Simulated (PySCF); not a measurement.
PySCF 2.14 output of an unrestricted PBE0 calculation on a single atom or ion in aug-cc-pVDZ-PP with ECP28MDF (5s4p3d, 32 functions), with a scalar-relativistic core potential:

```
SCF conv_tol = 1e-09
number electrons alpha = 14  beta = 10
    C. Adamo and V. Barone.,  J. Chem. Phys. 110, 6158 (1999)
    M. Ernzerhof and G. E. Scuseria.,  J. Chem. Phys. 110, 5029 (1999)
cycle= 1 E= -267.374671779672  delta_E= -0.00498  |g|= 0.00911  |ddm|= 0.388
cycle= 2 E= -267.37478048581  delta_E= -0.000109  |g|= 0.00265  |ddm|= 0.0647
cycle= 3 E= -267.374786897118  delta_E= -6.41e-06  |g|= 0.00114  |ddm|= 0.0186
cycle= 4 E= -267.37478768169  delta_E= -7.85e-07  |g|= 0.000109  |ddm|= 0.00457
cycle= 5 E= -267.374787704912  delta_E= -2.32e-08  |g|= 6.41e-06  |ddm|= 0.00117
cycle= 6 E= -267.374787704985  delta_E= -7.32e-11  |g|= 3.81e-07  |ddm|= 6.33e-05
converged SCF energy = -267.374787704985  <S^2> = 6.0034537  2S+1 = 5.0013813
```

The run itself started from symmetry-adapted Hartree-Fock orbitals and held the occupation by maximum overlap, on a logarithmic radial grid, so the iterations belong to that start.

**Question.** Which element, charge and spin multiplicity is this?

**Answer.** Te (tellurium, neutral), multiplicity 5; the state was [Kr] 4d10 5s1 5p4 5d1, one real determinant (an excited configuration).

⟨L²⟩ = 8.00 against 12 for a pure F term, so this real determinant mixes terms. Energies and moments cover only the electrons outside the core potential. The outer electron is Rydberg-like, and this basis confines it to a smaller radius and binds it less than a complete one would. At PBE0 the highest occupied level has a positive energy, so only the finite basis holds that electron; for this excited configuration the basis is too tight for the outer shell.
